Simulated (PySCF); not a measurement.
ethenoxy(methyl)silane (C3H8OSi), SMILES C=CO[SiH2]C.

Geometry optimised at B3LYP-D3(BJ)/def2-SVP. Other conformers were not sampled.

These are PBE/def2-TZVP in PySCF values and carry that method's errors.

Symmetry labels are those of the subgroup Cs that the program uses (full group Cs).

List the valence orbital energies around the gap with their symmetry. (Estimate from the structure and the level; the computed values follow.)


| orbital | symmetry | energy (eV) |
|---|---|---|
| HOMO−7 | A" | -10.36 |
| HOMO−6 | A' | -9.95 |
| HOMO−5 | A" | -9.67 |
| HOMO−4 | A' | -9.16 |
| HOMO−3 | A' | -8.31 |
| HOMO−2 | A" | -7.89 |
| HOMO−1 | A' | -7.48 |
| HOMO | A" | -5.64 |
| LUMO | A" | -0.39 |
| LUMO+1 | A' | -0.15 |
| LUMO+2 | A' | 0.13 |
| LUMO+3 | A' | 1.20 |
